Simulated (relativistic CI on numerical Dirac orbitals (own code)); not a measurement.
## Fe2+ in a cubic cluster: 3p photoemission with charge transfer

Computed with a charge-transfer multiplet model of a cubic metal-ligand cluster with up to 3 ligand holes, Slater and spin-orbit integrals from Dirac-Coulomb-Breit ions, Slater integrals scaled by 0.9. The ground state mixes d6 with configurations of k ligand holes L, whose averages lie at kΔ + k(k − 1)U_dd/2; a core hole lowers each added d electron by U_cd. 20 K, Lorentzian 0.9 eV and Gaussian 0.8 eV FWHM.

Atomic integrals in eV (Slater integrals scaled, ζ unscaled), ground: F2dd 9.813, F4dd 6.093, zeta_d 0.049; with the core hole: F2dd 10.846, F4dd 6.781, zeta_d 0.055, zeta_core 1.015, F2cd 11.698, G1cd 14.487, G3cd 8.823.

Cluster parameters (eV): U_dd = 5.5, U_cd = 6.7, 10Dq = 0.8, 10Dq(ligand) = 1.1, V(eg) = 3.05, V(t2g) = -1.49, final-state hopping factor = 1.

Weights, n_d and S are thermal averages at 20 K. Binding energies count from the first peak over 30 % of the highest in each spectrum, which can be another peak from case to case. The parameters are a model scan and need not match a compound or its usual spin state. Peaks in eV (height, largest 100): 0.0 (100), 4.3 (11), 10.0 (27), 16.4 (10), 18.8 (10).

Question: Which parameters give this spectrum?
A. Δ = 3.6 eV
B. Δ = 2.6 eV
C. Δ = -0.4 eV

Answer: C. Δ = -0.4 eV; the ground state then has 7.07 d electrons and S = 0.01. The choice follows from running the model for each set and comparing peak positions and heights.
